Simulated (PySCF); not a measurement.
The group X on BH2-X is varied. Gas-phase values, no solvent. One relaxed conformer stands for each flexible species; it need not be the lowest. Strings in code marks are SMILES.

The four lowest singlet excitations (Tamm–Dancoff). Method: PySCF 2.14.0 with B3LYP-D3(BJ)/def2-TZVP // M06-2X/def2-TZVP. B3LYP has the VWN-RPA correlation part, as in Gaussian. Excitations are Tamm–Dancoff values on a coarser integration grid. The basis has no diffuse functions, so Rydberg states are missing or too high.

```json
[
 {"state": "S1", "energy (eV)": "5.37", "wavelength (nm)": "231", "oscillator strength": "0.002"},
 {"state": "S2", "energy (eV)": "5.85", "wavelength (nm)": "212", "oscillator strength": "0.002"},
 {"state": "S3", "energy (eV)": "6.94", "wavelength (nm)": "179", "oscillator strength": "0.002"},
 {"state": "S4", "energy (eV)": "7.05", "wavelength (nm)": "176", "oscillator strength": "0.046"}
]
```

### Question
Identify which member gives these states.
A. `BC(=O)OC`
B. `BOC`
C. `BOC(C)=O` (B–O–C–O torsion 24°)
D. `BC(C)C`

### Answer
D, `BC(C)C`
